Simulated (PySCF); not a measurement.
**Bonding in `CC(=O)/C=C(/C)[O-]`**

Species: C₅H₇O₂ (charge -1).
Numbering: `[CH3:1][C:2](=[O:3])/[CH:4]=[C:5](/[CH3:6])[O-:7]` (hydrogens: H8, H9, H10 on C1; H11 on C4; H12, H13, H14 on C6)

Cartesian coordinates in Å at the PBE0-D3(BJ)/def2-SVP level; atoms count from 1:
```
atom  x, y, z in Å
C1    -2.229   -0.038   -0.418
C2    -1.391   -0.018    0.858
O3    -1.983   -0.076    1.948
C4     0.026    0.063    0.727
C5     0.773    0.124   -0.474
C6     2.299    0.203   -0.290
O7     0.345    0.122   -1.643
H8    -1.941   -0.876   -1.071
H9    -2.049    0.862   -1.026
H10   -3.289   -0.109   -0.129
H11    0.572    0.076    1.678
H12    2.588    1.119    0.253
H13    2.775    0.206   -1.282
H14    2.680   -0.651    0.295
```

Bond orders from the PBE0/pcSseg-1 density (PySCF). One conformer (not necessarily the lowest) at the PBE0-D3(BJ)/def2-SVP geometry, without solvent, vibrations or thermal averaging. The pcSseg-1 basis has no diffuse functions, a weakness for an anion.

(1) How far do the computed orders between heavy atoms stray from the drawn ones?

(2) Set the Mayer orders of the bonds between heavy atoms beside their lengths.

Answers

(1) The largest departure is 0.788, at C5–O7 (drawn single, 1.788). Drawn single, order above 1.12: C2–C4 (1.290) and C5–O7 (1.788). Drawn double or triple, more than 0.30 short of the drawn order: C4–C5 (1.249). The SMILES, with its formal charges, is one Lewis structure only.

(2) 
```tsv
bond	drawn as	length (Å)	Mayer order
C1–C2	single	1.526	1.008
C2–O3	double	1.241	1.813
C2–C4	single	1.426	1.290
C4–C5	double	1.415	1.249
C5–C6	single	1.540	0.974
C5–O7	single	1.245	1.788
```

By pair of heavy elements: C–C: lowest C5–C6 (0.974, 1.540 Å), highest C2–C4 (1.290, 1.426 Å); in 1 of the 6 pairs the longer bond (by over 0.003 Å) has the higher order (by 0.02 or more). C–O: lowest C5–O7 (1.788, 1.245 Å), highest C2–O3 (1.813, 1.241 Å).

And the bonds to hydrogen?

C–H: 0.95 to 0.97 (7 bonds).

Sum the orders of all bonds at each heavy atom with more than one neighbour and set the sums beside the valence in the SMILES.

C1 3.869 (drawn 4), C2 4.111 (drawn 4), C4 3.492 (drawn 4), C5 4.011 (drawn 4), C6 3.874 (drawn 4). Orders between atoms that aren't bonded are not in these sums.

The Mayer order sums products of elements of PS (density times overlap matrix) between the two atoms' basis functions, so it depends on the basis set.
